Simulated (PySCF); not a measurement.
Gas-phase reaction: 6 GaF + 2 Cl₂ = 4 GaCl + Ga₂F₆

Energies from PySCF, thermal terms from the rigid-rotor harmonic-oscillator model, ideal gas at 1 bar. † marks an energy on the PBE0/def2-TZVP geometry and frequencies; other levels use their own. CCSD(T) freezes the core. 6-31G* has spherical d functions here. All species are closed-shell singlets. Ga: all electrons, no relativistic terms. Ga₂F₆: computed as isolated molecules; such fragments, hydroxides, amides, oligomers or adducts are transient or little studied in the gas. CCSD(T) isn't extrapolated to the basis-set limit. The harmonic model lacks anharmonicity and excited electronic states, which grow with temperature; levels with a mode under 35 cm⁻¹ are left out. Soft modes under 120 cm⁻¹ make the harmonic entropy rough for Ga₂F₆.

```tsv
level	ΔE electronic, kJ	ΔH°(298 K), kJ	ΔS°(298 K), J/K	ΔG°(1200 K), kJ
CCSD(T)/def2-SVP†	-968	-954	-424	-467
HF/6-31G*	-995	-982	-430	-488
PBE0/def2-QZVP†	-826	-812	-424	-325
PBE0/def2-SVP†	-946	-932	-424	-445
r2SCAN/def2-TZVP†	-889	-876	-424	-389
LDA/def2-TZVP†	-849	-835	-424	-349
```
ΔH° is lowest at HF/6-31G* and highest at PBE0/def2-QZVP†. No reference value is set beside these.
